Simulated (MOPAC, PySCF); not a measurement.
CH2S, SMILES `C=S`, neutral singlet in the gas phase. 

Cartesian coordinates (Å):
```xyz
4

C     -0.1098     0.0020     0.0036
S      1.4939    -0.0266    -0.0488
H     -0.7085    -0.9104     0.0219
H     -0.6756     0.9350     0.0233
```
Charge 0, spin multiplicity 1.

All levels are single points at this geometry (r2SCAN-D4/def2-TZVP); Pople sets use spherical d functions. Orbital energies aren't observables, and empty levels follow the basis.

r2SCAN-D4/def2-TZVP in PySCF gives HOMO (eV) = -5.67.

### Question
Estimate the HOMO (eV) from each of these levels: PBE-D3(BJ)/def2-TZVP in PySCF; B3LYP/3-21G in PySCF; B3LYP/6-311+G** in PySCF; B3LYP/LANL2DZ in PySCF; BP86/6-31G* in PySCF; M06-2X/6-31G* in PySCF; SVWN5/6-31G* in PySCF; HF/6-31G* in PySCF; HF/STO-3G in PySCF; AM1 in MOPAC; PM3 in MOPAC; PM6 in MOPAC.

### Answer

```csv
level,HOMO (eV)
PBE-D3(BJ)/def2-TZVP in PySCF,-5.45
B3LYP/3-21G in PySCF,-6.38
B3LYP/6-311+G** in PySCF,-6.53
B3LYP/LANL2DZ in PySCF,-6.40
BP86/6-31G* in PySCF,-5.43
M06-2X/6-31G* in PySCF,-7.80
SVWN5/6-31G* in PySCF,-5.38
HF/6-31G* in PySCF,-9.50
HF/STO-3G in PySCF,-6.56
AM1 in MOPAC,-8.79
PM3 in MOPAC,-9.12
PM6 in MOPAC,-8.93
```
